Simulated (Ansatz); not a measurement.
`C[SiH2]B(F)F` + HCl → `C[SiH2]B(F)Cl` + H–F  (ligand exchange at a B–F bond)

Program: Ansatz. Geometries: PBE0-D4/def2-TZVP. ΔE: electronic, gas phase. CCSD(T)/CBS adds triple-zeta CCSD(T) − MP2 to the extrapolated MP2 energy (def2 sets, frozen cores). This one scheme is used for every species. Functionals use def2-TZVPP. One conformer a species, not always the lowest.

| level | ΔE (kcal/mol) |
| --- | --- |
| PBE | 13.9 |
| MP2/def2-TZVPP | 13.3 |
| CCSD(T)/def2-TZVPP | 14.8 |
| HF/def2-QZVPP | 19.1 |

Problem. What does CCSD(T)/CBS give? (Estimate.)

Solution. Ansatz gave: +13.6 kcal/mol. The listed levels differ from it by 0.3, -0.3, 1.2, 5.5 kcal/mol.

Largest T1 diagnostic among the species: 0.013.

The D4 term adds −1.5 kcal/mol with B3LYP and −0.8 kcal/mol with PBE0; it sums over pairs of atoms, weighted by their polarisabilities, and B3LYP, whose exchange is more repulsive, gets the larger term. In def2-TZVPP, CCSD(T) changes the Hartree–Fock value by −4.1 kcal/mol (the triples alone add −0.8 kcal/mol) and MP2 by −5.7 kcal/mol.

B3LYP here is the variant with VWN-RPA as its local correlation; programs differ in this.
